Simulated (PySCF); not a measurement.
**How methods differ on the excitation energy of I²⁺**

I²⁺ [Kr] 4d10 5s2 5p3 (4S) → I²⁺ [Kr] 4d10 5s1 5p4 (4P), as a difference of total energies. Computed with PySCF 2.14 in aug-cc-pwCVTZ-PP with ECP28MDF, with a scalar-relativistic core potential. Correlated levels: valence: 4s2 4p6 4d10 frozen; valence and next inner shell: nothing frozen outside the core potential. The calculations carry no spin-orbit coupling.

```csv
method,excitation energy (eV)
UHF,11.106
LDA,11.716
PBE,11.543
PBE0,11.480
r2SCAN,11.294
B2PLYP,11.349
HSE06,11.486
TPSS,11.413
CAM-B3LYP,11.621
MP2 (valence),11.058
SCS-MP2 (valence),11.048
MP2 (valence and next inner shell),11.519
SCS-MP2 (valence and next inner shell),11.416
```

How much does correlation contribute at MP2 (valence and next inner shell)?

11.519 − (11.106) = 0.413 eV, measured against UHF.
